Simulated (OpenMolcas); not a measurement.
A run on Lu⁺.

- Program: OpenMolcas 26.06
- Method: SS-CASPT2, IPEA 0 Eh, no level shift (closed shells correlated: 5s 5p)
- Basis: ANO-RCC-VQZP [9s8p6d4f3g2h]
- Scalar Hamiltonian: DKH2, point nucleus
- Active space: 2 electrons in 5 orbitals (5d)
- State averaging: 2S+1 = 3 even, 10 roots; 2S+1 = 1 even, 14 roots kept (CI in the orbitals of an earlier block)
- Spin-orbit coupling: state interaction with AMFI integrals over the reference wave functions, term energies averaged over their components

First CASPT2 step and the start of its output:

```
&CASPT2
Multistate=10 1 2 3 4 5 6 7 8 9 10
Frozen=14 16
IPEA=0.0
MaxIter=60
WThr=0.0 0.3 0.05
PrWF=0.5
NoMix
```

```
--- CASPT2 ---
Orbital specifications:
      -----------------------

      Symmetry species                           1   2
                                                ag  au
      Frozen orbitals                           14  16
      Inactive orbitals                          1   3
      Active orbitals                            5   0
      Secondary orbitals                        46  55
      Deleted orbitals                           0   0
      Number of basis functions                 66  74
Type of calculation                        MS-CASPT2
      Fock operator                              state-specific
      IPEA shift                                 0.00
      Real shift                                 0.00
      Imaginary shift                            0.00
      The input orbitals will be transformed to quasi-canonical
Reference energy:      -14549.2852783169
      E2 (Non-variational):      -0.2200697458
      E2 (Variational):          -0.2200697552
      Total energy:          -14549.5053480722
      Residual norm:              0.0000001068
      Reference weight:           0.94846
      Contributions to the CASPT2 correlation energy
      Active & Virtual Only:         -0.0055571167
      One Inactive Excited:          -0.0587341450
      Two Inactive Excited:          -0.1557784841
Reference energy:      -14549.2852783169
      E2 (Non-variational):      -0.2206515986
      E2 (Variational):          -0.2206516094
      Total energy:          -14549.5059299263
      Residual norm:              0.0000007092
      Reference weight:           0.94683
      Contributions to the CASPT2 correlation energy
      Active & Virtual Only:         -0.0058045342
      One Inactive Excited:          -0.0589556154
...
```

Over all roots the printed reference weights run from 0.41 to 0.95, and roots that are degenerate in the reference spread by up to 920 cm-1.

Q: Did the run give usable levels, and if not, why?

A: No. The equations converged, but the reference weight falls to 0.41 for at least one root against 0.95 for the best. A drop of that size marks an intruder state, so the energies of such roots and the levels built on them can't be trusted.
